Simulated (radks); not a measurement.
Effect of the nuclear size on neutral germanium, [Ar] 3d10 4s2 4p2. All-electron calculation, Dirac Kohn-Sham, BLYP, spin-unpolarised, spherical densities, finite nucleus; open shells fill j = l - 1/2 first; Fermi nuclear charge, rms radius 4.0742 fm. Program: a radial shooting solver on a logarithmic mesh with Libxc functionals. The rms radius is varied about that value; shifts are against it.

rms radius (fm)  total energy shift (eV)  density at nucleus (e/bohr^3)  1s1/2 shift (meV)  2s1/2 shift (meV)  2p1/2 shift (meV)  3s1/2 shift (meV)  3p1/2 shift (meV)
3.4834                           -0.0915                      3.205e+04              -38.9              -3.79              0.307             -0.565              0.056
3.6709                           -0.0639                      3.194e+04              -27.1              -2.65              0.215             -0.395              0.039
4.0742                                 0                      3.173e+04              0.000              0.000              0.000              0.000              0.000
4.4368                            0.0628                      3.156e+04               26.7               2.60             -0.211              0.388             -0.038
4.6161                            0.0957                      3.148e+04               40.6               3.96             -0.321              0.591             -0.058

Slopes of the eigenvalues against <r^2> in GHz/fm^2, as finite differences over the two radii next to the reference (eigenvalue slopes, not the field-shift constants of lines): 1s1/2 2100, 2s1/2 204, 2p1/2 -16.6, 3s1/2 30.5, 3p1/2 -3.01.
